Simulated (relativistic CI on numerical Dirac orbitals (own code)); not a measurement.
**Nb2+: 4p photoemission**

Computed with this model: Dirac-Coulomb-Breit CI, orbitals from a KLI potential per configuration, model QED, valence Slater integrals scaled by 0.7, multiplet model of photoemission in the sudden approximation; configurations [Kr] 4d3 → [Ar] 3d10 4s2 4p5 4d3; 300 K; Lorentzian 1.2 eV and Gaussian 0.6 eV FWHM. Energies are those of the free ion, without screening or charge transfer. The energies are binding energies and can lie tens of eV above those of solids. S is read from ⟨S²⟩ = S(S + 1).

Field parameters in Wybourne normalisation: Td as Oh with Dq negative (B⁴₀ = 21Dq, B⁴₄ = √(5/14) B⁴₀). The field is a parameter set, without covalency.

free ion: ground-state S = 1.50, centroid 58.92 eV. Peaks (eV, height): 56.2 (100), 62.2 (12), 66.2 (24), 68.2 (20).

Td, 10Dq = -5800 cm⁻¹: ground-state S = 1.49, centroid 58.94 eV. Peaks (eV, height): 56.4 (100), 63.2 (12), 66.6 (24), 68.6 (13).

Td, 10Dq = -9450 cm⁻¹: ground-state S = 1.22, centroid 58.98 eV. Peaks (eV, height): 56.6 (100), 63.6 (13), 66.8 (19), 68.8 (9).

Td, 10Dq = -13150 cm⁻¹: ground-state S = 0.55, centroid 59.08 eV. Peaks (eV, height): 57.2 (100), 64.0 (12), 65.2 (11), 67.2 (7).

Td, 10Dq = -16850 cm⁻¹: ground-state S = 0.51, centroid 59.09 eV. Peaks (eV, height): 57.2 (100), 64.6 (10).

Strongest unbroadened transitions for Td, 10Dq = -9450 cm⁻¹:

```tsv
Energy (eV)	Relative strength
55.69	37.8
55.85	100.0
56.13	84.8
56.19	44.4
56.29	30.3
56.46	65.1
56.59	59.9
56.73	37.4
56.78	30.7
56.94	51.1
57.16	20.7
57.47	68.0
57.54	26.7
57.57	33.9
58.41	31.7
58.95	20.7
66.46	23.6
67.05	30.8
```
